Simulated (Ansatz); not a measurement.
System: Al, charge 0, doublet.

Total energies in cc-pV(5+d)Z, 3 correlated electrons, 5 frozen orbitals. Open shells are spin-unrestricted; no spin-orbit coupling. Correlated methods leave the cores frozen. No relativity. Full CI freezes restricted core orbitals and the other rows unrestricted ones, which leaves a small offset even where coupled cluster is exact.

| method | program | energy (Eh) | error against FCI (mEh) |
|---|---|---|---|
| HF | Ansatz | -241.88075 | 54.19 |
| MP2 | Ansatz | -241.91986 | 15.09 |
| CCSD | Ansatz | -241.93321 | 1.73 |
| CCSD(T) | Ansatz | -241.93453 | 0.42 |
| CCSDT | Ansatz | -241.93497 | -0.02 |
| FCI | Ansatz | -241.93495 | 0.00 |

Ansatz is an electronic-structure program.
